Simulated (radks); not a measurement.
Neutral nitrogen inside a hard spherical wall (all orbitals vanish at R), configuration held at [He] 2s2 2p3 and not refilled when levels cross. All-electron calculation, non-relativistic Kohn-Sham, PBEsol, spin-polarised, spherical densities, point nucleus; open shells are filled with parallel spins first. Program: a radial shooting solver on a logarithmic mesh with Libxc functionals. Eigenvalues in eV for spin up, with the zero of energy where the potential of the charges vanishes at infinity; a dash marks a level that is unbound or too diffuse for the functional's potential to be trusted. A positive occupied level is held by the wall or, in an anion where self-interaction has pushed it up, behind a barrier. The pressure on the wall is -dE/dV.

R (bohr)  E (hartree)  kinetic (hartree)    e(1s)    e(2s)   e(2p)  e(3s, empty)  e(3p, empty)  pressure (GPa)
free        -54.32703             54.148  -382.30  -19.704  -8.261             -             -               0
20          -54.32703             54.148  -382.30  -19.704  -8.261             -             -        < 0.0001
8           -54.32695             54.149  -382.29  -19.695  -8.252         1.056         2.991         0.00459
7           -54.32664             54.152  -382.25  -19.671  -8.226         1.927         4.264          0.0292
5           -54.31745             54.216  -381.64  -19.279  -7.785         7.100        10.716            1.48
3.5         -54.20220             54.802  -377.60  -16.790  -4.889        24.270        28.546            42.9
1.5         -47.30827             72.524  -315.63   49.348  57.078        295.83        253.06           17700
